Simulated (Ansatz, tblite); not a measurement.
Cost and result up the ladder for B(OH)3 (BO₃H₃) (7 atoms). Charge 0, multiplicity 1. Geometry: r2SCAN-D4/def2-TZVP.

```tsv
atom	x (Å)	y (Å)	z (Å)
B1	0.1990	0.0579	-0.0951
O2	1.0701	1.0451	-0.4506
H3	0.7323	1.9154	-0.2183
O4	-0.9836	0.4189	0.5180
H5	-1.5688	-0.3057	0.7525
O6	0.5873	-1.2247	-0.3825
H7	-0.0362	-1.9069	-0.1240
```

Ansatz on 4 threads of Intel Xeon Platinum 8488C on a shared host; xTB runs through tblite on one thread. Times are rough, summed over both states, and most runs start from the orbitals of an earlier one. CCSD(T)/def2-TZVPP serves as the yardstick here, not as an exact answer. The other state is a doublet.

The xTB rows come from tblite. Correlated methods freeze 4 core orbitals. In CCSD on the charge 1 doublet the largest single amplitude is 0.26, so its Hartree–Fock determinant may place the open shell otherwise than the density functionals do.

Run but left out: PBE-D4/def2-TZVP, r2SCAN-D4/def2-TZVP (charge +1 doublet: an occupied level 0.25 to 0.41 eV above an empty one).

Correlated methods converge slowly with the basis.

Raw xTB energies of ions are shifted by several eV.

```json
{"level": "GFN2-xTB", "functions": "19", "wall time": "0.005 s", "vertical IE (eV)": "16.31", "difference from CCSD(T)/def2-TZVPP (eV)": "4.11"}
{"level": "GFN1-xTB", "functions": "22", "wall time": "0.008 s", "vertical IE (eV)": "17.97", "difference from CCSD(T)/def2-TZVPP (eV)": "5.77"}
{"level": "PBE0-D4/def2-TZVP (with forces)", "functions": "142", "wall time": "2.7 s", "vertical IE (eV)": "11.79", "difference from CCSD(T)/def2-TZVPP (eV)": "-0.41"}
{"level": "CCSD(T)/def2-TZVPP", "functions": "166", "wall time": "71 s", "vertical IE (eV)": "12.20", "difference from CCSD(T)/def2-TZVPP (eV)": "0.00"}
```
